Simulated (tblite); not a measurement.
C7H6N3 (doublet state).
Numbering: `[CH2:1]=[CH:2]/[N:3]=[CH:4]\[c:5]1[cH:6][n:7][cH:8][c:9][n:10]1` (hydrogens: H11, H12 on C1; H13 on C2; H14 on C4; H15 on C6; H16 on C8)
Bond orders are those of one Lewis drawing.

Computed with GFN2-xTB (tblite), gas phase: L-BFGS steps from a force-field or distance-geometry start until the largest atomic force falls under 0.01 eV/Å.

Step 59: E = -725.3398 eV
```
atom  x, y, z in Å  |  force x, y, z in eV/Å
C1      2.9499   -0.7062    1.0065    0.021   0.004   0.007
C2      2.1936   -0.0926    0.0997    0.020  -0.015   0.006
N3      1.6430    1.1410    0.3293    0.026  -0.038   0.010
C4      0.4256    1.4463    0.1774    0.032   0.018   0.001
C5     -0.6595    0.5419   -0.1723    0.010  -0.005  -0.026
C6     -1.9871    0.9615   -0.3453   -0.016  -0.012  -0.003
N7     -2.9524    0.1012   -0.5779   -0.037  -0.002   0.005
C8     -2.6972   -1.1852   -0.7115    0.003   0.004  -0.003
C9     -1.3680   -1.5969   -0.6060   -0.016  -0.011   0.014
N10    -0.4394   -0.7636   -0.3212    0.005  -0.021   0.016
H11     3.0739   -0.2891    1.9913    0.009  -0.022  -0.008
H12     3.4079   -1.6590    0.8114   -0.024   0.042  -0.029
H13     2.0403   -0.5243   -0.8865   -0.022   0.001   0.041
H14     0.1493    2.4792    0.3607   -0.010   0.041  -0.013
H15    -2.2591    2.0059   -0.2874   -0.023   0.002   0.003
H16    -3.5285   -1.8510   -0.8794    0.021   0.013  -0.021
```

Step 60: E = -725.3404 eV
```
atom  x, y, z in Å  |  force x, y, z in eV/Å
C1      2.9623   -0.7022    1.0043    0.021   0.012   0.001
C2      2.1932   -0.0940    0.1040    0.010  -0.044   0.021
N3      1.6402    1.1368    0.3407    0.018  -0.044  -0.015
C4      0.4227    1.4410    0.1825    0.052   0.024   0.016
C5     -0.6616    0.5392   -0.1738    0.018   0.007  -0.026
C6     -1.9875    0.9631   -0.3521   -0.013  -0.011  -0.004
N7     -2.9545    0.1051   -0.5861   -0.031   0.000   0.010
C8     -2.7014   -1.1822   -0.7150   -0.006   0.001  -0.002
C9     -1.3743   -1.5975   -0.6058   -0.004  -0.019   0.010
N10    -0.4436   -0.7668   -0.3206   -0.004  -0.018   0.017
H11     3.0967   -0.2774    1.9845    0.017  -0.031  -0.006
H12     3.4202   -1.6554    0.8089   -0.030   0.056  -0.024
H13     2.0248   -0.5346   -0.8761   -0.017   0.017   0.040
H14     0.1454    2.4722    0.3711   -0.015   0.055  -0.012
H15    -2.2569    2.0085   -0.2970   -0.017  -0.005   0.001
H16    -3.5333   -1.8467   -0.8810    0.000   0.001  -0.029
```

Step 61: E = -725.3411 eV
```
atom  x, y, z in Å  |  force x, y, z in eV/Å
C1      2.9783   -0.6976    1.0017    0.016   0.024  -0.008
C2      2.1925   -0.0975    0.1099   -0.009  -0.062   0.037
N3      1.6367    1.1298    0.3547    0.000  -0.030  -0.037
C4      0.4197    1.4352    0.1891    0.057   0.024   0.025
C5     -0.6646    0.5370   -0.1759    0.024   0.019  -0.018
C6     -1.9889    0.9652   -0.3607   -0.002  -0.008  -0.005
N7     -2.9578    0.1099   -0.5966   -0.009   0.001   0.018
C8     -2.7066   -1.1784   -0.7194   -0.018  -0.005  -0.002
C9     -1.3819   -1.5981   -0.6048    0.007  -0.021   0.006
N10    -0.4491   -0.7699   -0.3192   -0.015  -0.007   0.018
H11     3.1247   -0.2638    1.9760    0.029  -0.036   0.003
H12     3.4373   -1.6500    0.8052   -0.029   0.053  -0.020
H13     2.0055   -0.5479   -0.8623   -0.009   0.026   0.032
H14     0.1411    2.4652    0.3831   -0.009   0.054  -0.011
H15    -2.2558    2.0117   -0.3086   -0.008  -0.016  -0.001
H16    -3.5387   -1.8418   -0.8837   -0.027  -0.015  -0.037
```

Problem. Estimate the geometry and energy of step 62. (The exact step hangs on the optimiser's Hessian estimate; all steps are aligned on step 61, rigid shifts and turns removed.)

Solution. E = -725.3418 eV, largest force 0.083 eV/Å
```
atom  x, y, z in Å  |  force x, y, z in eV/Å
C1      2.9955   -0.6928    0.9989    0.004   0.035  -0.016
C2      2.1909   -0.1028    0.1167   -0.029  -0.060   0.050
N3      1.6330    1.1212    0.3688   -0.018   0.000  -0.046
C4      0.4172    1.4300    0.1965    0.039   0.017   0.021
C5     -0.6678    0.5357   -0.1781    0.024   0.024  -0.003
C6     -1.9909    0.9674   -0.3697    0.013  -0.004  -0.004
N7     -2.9615    0.1146   -0.6075    0.020  -0.003   0.025
C8     -2.7122   -1.1747   -0.7241   -0.026  -0.012  -0.004
C9     -1.3897   -1.5986   -0.6034    0.013  -0.011   0.002
N10    -0.4553   -0.7723   -0.3172   -0.023   0.005   0.019
H11     3.1542   -0.2504    1.9669    0.040  -0.033   0.016
H12     3.4561   -1.6433    0.8009   -0.019   0.032  -0.019
H13     1.9853   -0.5619   -0.8473    0.001   0.022   0.017
H14     0.1375    2.4594    0.3952    0.008   0.036  -0.012
H15    -2.2559    2.0149   -0.3207    0.002  -0.024  -0.004
H16    -3.5442   -1.8374   -0.8875   -0.049  -0.024  -0.043
```

The energy changes by -0.0007 eV. The first-order estimate −F·Δx gives -0.0010 eV and the mean of the old and new forces, exact on a quadratic surface, -0.0007 eV. The step makes an angle of 85° with the force vector and moves no atom by more than 0.034 Å.

The cost below is that of the whole relaxation. Time: 0.66 s wall. Hardware: one thread, Intel Xeon 6975P-C (x86_64), shared host with 192 logical CPUs at a one-minute load of 78.
